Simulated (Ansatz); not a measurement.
Molecule: C4H9O2, charge 0, multiplicity 2. It need not be the lowest isomer of its formula. 
Structure (B3LYP-D3(BJ)/def2-TZVP (Ansatz, a first-principles code) minimum search):
```xyz
15

C      0.1667    -1.8507    -0.0670
C     -0.1944    -0.4014    -0.0270
O      0.7173     0.4904     0.4955
C      1.0877     0.2828     1.8490
O     -0.7082     0.0376    -1.2053
C     -1.1565     1.3909    -1.2372
H      0.3914    -2.2331     0.9280
H     -0.6665    -2.4209    -0.4739
H      1.0455    -2.0203    -0.7061
H      1.7173    -0.6042     1.9630
H      0.2024     0.1795     2.4829
H      1.6548     1.1599     2.1542
H     -1.8599     1.5798    -0.4217
H     -1.6583     1.5192    -2.1938
H     -0.3208     2.0864    -1.1608
```
Charge 0, spin multiplicity 2.

Wanted: atomisation energy (electronic, to ground-state atoms), in eV. Valence correlation only, unless marked. UHF or UKS for open shells. Spin-orbit coupling is left out. No relativistic terms. The coupled-cluster limit lacks core correlation, which all-electron functionals hold. CBS(X,Y): correlation extrapolated as X^-3; Hartree-Fock from the larger set. The bracket is a focal-point correction in the basis named.

```
level                                                     program  atomisation energy (eV)
-------------------------------------------------  --------------  -----------------------
r2SCAN-D3(BJ)/def2-TZVPD                           Ansatz + dftd3                    60.37
PBE0-D3(BJ)/def2-TZVPD                             Ansatz + dftd3                        …
PBE0-D4/def2-TZVP                                  Ansatz + dftd4                        …
PBE-QIDH/def2-TZVPD                                        Ansatz                    59.55
RI-MP2/CBS(cc-pVTZ,cc-pVQZ)+[CCSD(T)-MP2]/cc-pVTZ          Ansatz                    60.04
```

**Question.** Some entries are withheld; supply them.

**Answer.** 
- PBE0-D3(BJ)/def2-TZVPD, atomisation energy (eV): 60.43
- PBE0-D4/def2-TZVP, atomisation energy (eV): 60.41
